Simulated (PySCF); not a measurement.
C₃H₆BFO, SMILES FCB1CCO1. Heavy atoms are numbered as in [F:1][CH2:2][B:3]1[CH2:4][CH2:5][O:6]1. Hydrogens are named by the atom that carries them.

Geometry optimised at B3LYP-D3(BJ)/def2-SVP. The structure was generated by enumeration, and PubChem lists no compound with its InChIKey, so it may never have been made. The values are those of a single conformer.

Calculation: HF/pcSseg-1 in PySCF.

GIAO shieldings, no solvent; atoms alike by connectivity are averaged. δ = σ(ref) − σ: ¹⁹F against CFCl3 (σ = 238.5 ppm); ¹³C against TMS (σ = 192.6 ppm); ¹¹B against BF3 (σ = 102.7 ppm); ¹⁷O against H2O (σ = 333.0 ppm); ¹H against TMS (σ = 31.99 ppm), references at their B3LYP-D3(BJ)/def2-TZVP geometries, non-relativistic.

```json
[
 {"nucleus": "¹⁹F", "atoms": "F1", "count": "1", "δ (ppm)": "-257.1"},
 {"nucleus": "¹³C", "atoms": "C2 (CH2)", "count": "1", "δ (ppm)": "73.0"},
 {"nucleus": "¹³C", "atoms": "C5 (CH2)", "count": "1", "δ (ppm)": "69.4"},
 {"nucleus": "¹³C", "atoms": "C4 (CH2)", "count": "1", "δ (ppm)": "17.7"},
 {"nucleus": "¹¹B", "atoms": "B3", "count": "1", "δ (ppm)": "47.5"},
 {"nucleus": "¹⁷O", "atoms": "O6", "count": "1", "δ (ppm)": "194.9"},
 {"nucleus": "¹H", "atoms": "H on C5", "count": "2", "δ (ppm)": "4.90"},
 {"nucleus": "¹H", "atoms": "H on C2", "count": "2", "δ (ppm)": "4.52"},
 {"nucleus": "¹H", "atoms": "H on C4", "count": "2", "δ (ppm)": "1.98"}
]
```
